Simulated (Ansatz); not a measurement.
Geometry optimisation, RKS PBE/def2-SVP in Ansatz 0.2.0.

input.yaml

```yaml
crystal:
  periodic: [false, false, false]
  atoms:
    - { symbol: W, position_ang: [0.319036, 0.312432, -0.290956] }
    - { symbol: F, position_ang: [-0.079911, -0.560372, 2.618534] }
    - { symbol: Cl, position_ang: [2.523, -0.174201, -0.956433] }
    - { symbol: Cl, position_ang: [0.377876, 2.435211, -1.313545] }
    - { symbol: Cl, position_ang: [-1.825493, 0.641616, 0.481294] }
    - { symbol: F, position_ang: [0.21839, -1.477112, 0.240048] }
    - { symbol: Cl, position_ang: [-0.384947, -0.40195, -2.380231] }
    - { symbol: O, position_ang: [1.135738, 1.242556, 1.183831] }
    - { symbol: H, position_ang: [1.85097, 1.898949, 1.069812] }
    - { symbol: H, position_ang: [0.417242, 0.150573, 2.960346] }
basis:
  gaussian: { orbitals: def2-SVP }
hamiltonian:
  xc: pbe
relax:
  f_tol: 0.03
  max_steps: 50
output:
  orbitals: {}
```

Run as:

```bash
$ ansatz run input.yaml --threads 4 --pin off --max-ram 5120MiB --backend cpu --events-out ev --progress --plain --runs-dir out
```

Q: Where does it end, and by what steps?

A: The forces met the threshold. After 8 steps the energy has fallen by 0.224 eV; F2 moved furthest, 0.68 Å.

| step | energy less start (eV) | largest force component (eV/Å) | accepted |
| --- | --- | --- | --- |
| 0 | 0.0000 | 0.410 | yes |
| 1 | -0.0607 | 1.297 | yes |
| 2 | -0.0818 | 2.015 | yes |
| 3 | -0.1697 | 0.946 | yes |
| 4 | -0.2129 | 0.236 | yes |
| 5 | -0.2214 | 0.099 | yes |
| 6 | -0.2228 | 0.044 | yes |
| 7 | -0.2234 | 0.072 | yes |
| 8 | -0.2242 | 0.028 | yes |

```xyz
10
Properties=species:S:1:pos:R:3
W 0.303 0.341 -0.453
F 0.120 -0.440 3.254
Cl 2.506 -0.138 -1.078
Cl 0.441 2.505 -1.292
Cl -1.875 0.660 0.238
F 0.203 -1.378 0.289
Cl -0.373 -0.406 -2.528
O 1.009 1.035 1.193
H 1.684 1.729 1.332
H 0.534 0.160 2.657
```

Run time: 33 s on 4 threads of Arm Neoverse V1, on a shared host, peak memory 0.26 GiB.
